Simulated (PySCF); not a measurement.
## Dipole response of Ar⁺ (argon, charge +1)

[Ne] 3s2 3p5, 2P determinant. Computed with PySCF 2.14 in aug-cc-pV(T+d)Z with one added diffuse shell each of s, p, d, f type (7s6p5d3f, 71 functions), with no relativity, point nucleus. Coupled (time-dependent) response in atomic units; α is the mean over directions.

```tsv
method	mean α (bohr³)	α xx, yy, zz	C₆ (like pair)	S(−4)
UHF	6.805	6.698, 6.859, 6.859	30.62	9.641
PBE	7.080	6.896, 7.171, 7.171	32.09	10.92
PBE0	6.949	6.792, 7.027, 7.027	31.36	10.33
BHandHLYP	6.903	6.761, 6.974, 6.974	31.09	10.12
MN15	6.848	6.801, 6.872, 6.872	30.05	10.41
```

S(−4) is the Cauchy moment in α(ω) = α(0) + S(−4) ω² + …

α(iu) at PBE0:

```
u (hartree)  α(iu) (bohr³)
          0          6.949
     0.0500          6.923
      0.100          6.847
      0.200          6.562
      0.300          6.143
      0.500          5.126
      0.750          3.915
       1.00          2.972
       1.50          1.797
       2.00          1.180
       3.00         0.6170
       5.00         0.2644
```

For an ion, C₆ is the dispersion term alone; charge-induced terms of lower order in 1/R come first.

The components differ because the open shell of this determinant is not spherical; for a pure term their mean is the scalar polarisability.
